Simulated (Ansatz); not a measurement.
Cl$_{2}$H$_{5}$NO$_{2}$Si$_{2}$, SMILES `O[SiH](O)N[SiH](Cl)Cl`. Total charge 0; spin multiplicity 1. The geometry is a stationary point of PBE0-D4/def2-TZVP. It is one conformer, not always the lowest.

```xyz
12

O    -0.591    2.127   -1.064
Si   -0.950    0.754   -0.263
O    -0.734    1.004    1.340
N     0.169   -0.457   -0.747
Si    1.348   -1.178    0.243
Cl    0.483   -2.201    1.809
Cl    2.381   -2.518   -0.902
H    -1.180    2.876   -0.963
H    -2.341    0.337   -0.564
H    -0.993    0.307    1.947
H     0.111   -0.815   -1.690
H     2.296   -0.237    0.854
```

(1) What is the dipole moment at ωB97M-V/def2-TZVPP? (Estimate.)

(2) And with PBE, r2SCAN, B3LYP? (An estimate is asked.)

(3) Give the Mulliken charges with ωB97M-V, B3LYP, r2SCAN in def2-TZVPP. (Best estimate.)

## Answers

(1) Ansatz gave: 2.19 D, with components (-1.92, 0.92, -0.55) D in this frame, pointing from negative to positive charge.

(2) Ansatz gave: PBE 2.13 D, r2SCAN 2.21 D, B3LYP 2.20 D.

(3) Ansatz gave: 
```
atom  ωB97M-V  B3LYP  r2SCAN
  O1    -0.36  -0.38   -0.40
 Si2     0.61   0.65    0.67
  O3    -0.38  -0.39   -0.40
  N4    -0.31  -0.31   -0.37
 Si5     0.47   0.58    0.62
 Cl6    -0.22  -0.26   -0.26
 Cl7    -0.19  -0.23   -0.23
  H8     0.18   0.18    0.20
  H9    -0.07  -0.12   -0.12
 H10     0.18   0.19    0.20
 H11     0.10   0.12    0.14
 H12    -0.01  -0.05   -0.06
```

B3LYP here is the variant with VWN-RPA as its local correlation; programs differ in this.
